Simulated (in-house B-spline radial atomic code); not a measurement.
**TDHF excitations of Kr³²⁺**

Method: TDHF. Computed with an all-electron radial atomic-structure program (B-spline basis): linear response of the closed shell [He] 2s2 with bare exchange (time-dependent Hartree-Fock); non-relativistic, point nucleus, no spin-orbit coupling, no double excitations, S, P, D and F terms only.

Without relativity these are model numbers for so heavy an element.

Command:
```bash
python run_td.py task.json out
```
Settings (radii: box in bohr, nucleus in fm):
```
Z                        36
electrons                4
configuration            [He] 2s2
hamiltonian              nr
method                   hf
box_radius               3.84
intervals                48
```

Run time, properties included: 0.1 s on 1 thread of Intel(R) Xeon(R) Platinum 8559C (Emerald Rapids) (shared host).

The lowest states, in the order of their Tamm-Dancoff energies; the method's threshold (minus the highest occupied level) is 3883.85 eV. Labels give the largest channel, * marks a mixed state, and oscillator strengths are full-response dipole values. Energies in eV:

```csv
state,full response,Tamm-Dancoff,oscillator strength
2s → 2p 3P,39.37,48.34,-
2s → 2p 1P,100.34,104.18,0.0871
2s → 3s 3S,?,?,-
2s → 3s 1S,2195.10,2195.13,-
2s → 3p 3P,2209.10,2209.10,-
2s → 3p 1P,2214.11,2214.11,0.774
2s → 3d 3D,2224.81,2224.82,-
2s → 3d 1D,2237.42,2237.43,-
2s → 4s 3S,?,?,-
2s → 4s 1S,2939.68,2939.69,-
```

**Question.** Where does 2s → 3s 3S lie?

**Answer.** At 2181.42 eV in full response, 2181.45 eV in Tamm-Dancoff.

**Question.** Where does 2s → 4s 3S lie?

**Answer.** At 2935.33 eV in full response, 2935.34 eV in Tamm-Dancoff.

**Question.** How large is the singlet-triplet splitting of 2s → 2p (P terms) in Tamm-Dancoff?

**Answer.** 55.8 eV, from the unrounded values.

**Question.** What polarisabilities and dispersion coefficient does the method give?

**Answer.** Dipole 0.00657 bohr³, quadrupole 1.956e-05 bohr⁵, C6 0.0001268 hartree·bohr⁶ for two such species.
